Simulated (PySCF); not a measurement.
F₃Ga. Atoms are numbered in the order given.

```xyz
4

Ga     0.0000     0.0000     0.0000
F     -1.7335     0.0000     0.0000
F      0.8667    -1.5012     0.0000
F      0.8667     1.5012     0.0000
```

Geometry: B3LYP-D3(BJ)/def2-SVP. The isomer is the one that the SMILES or the coordinates give; other isomers of the formula were not compared.

Computed with TDA-B3LYP/def2-SVPD in PySCF 2.14.0.

Vertical excitations; the highest root listed may be one member of a degenerate set. The molecule is in vacuum. State labels are in the subgroup C2v.

| state | symmetry | energy (eV) | λ (nm) | f | main pairs |
|---|---|---|---|---|---|
| S1 | B1 | 7.10 | 175 | 0.000 | HOMO→LUMO 99 % |
| S2 | B2 | 7.28 | 170 | 0.000 | HOMO−3→LUMO (degenerate set) |
| S3 | A2 | 7.28 | 170 | 0.000 | HOMO−4→LUMO (degenerate set) |
| S4 | A1 | 7.42 | 167 | 0.060 | HOMO−1→LUMO (degenerate set) |
| S5 | B1 | 7.42 | 167 | 0.060 | HOMO−2→LUMO (degenerate set) |
| S6 | B2 | 8.10 | 153 | 0.090 | HOMO−5→LUMO 99 % |
| S7 | A2 | 8.78 | 141 | 0.000 | HOMO→LUMO+1 100 % |
| S8 | B1 | 8.79 | 141 | 0.014 | HOMO−6→LUMO, HOMO−4→LUMO+1 (degenerate set) |
| S9 | A1 | 8.79 | 141 | 0.014 | HOMO−7→LUMO, HOMO−3→LUMO+1 (degenerate set) |
| S10 | A2 | 8.90 | 139 | 0.000 | HOMO−2→LUMO+1 100 % |
| T1 | B1 | 6.74 | 184 | 0 | HOMO→LUMO 98 % |
| T2 | A1 | 6.82 | 182 | 0 | HOMO−1→LUMO (degenerate set) |
| T3 | B1 | 6.82 | 182 | 0 | HOMO−2→LUMO (degenerate set) |
| T4 | A2 | 6.92 | 179 | 0 | HOMO−4→LUMO 98 % |
Triplets are in the Tamm–Dancoff approximation.
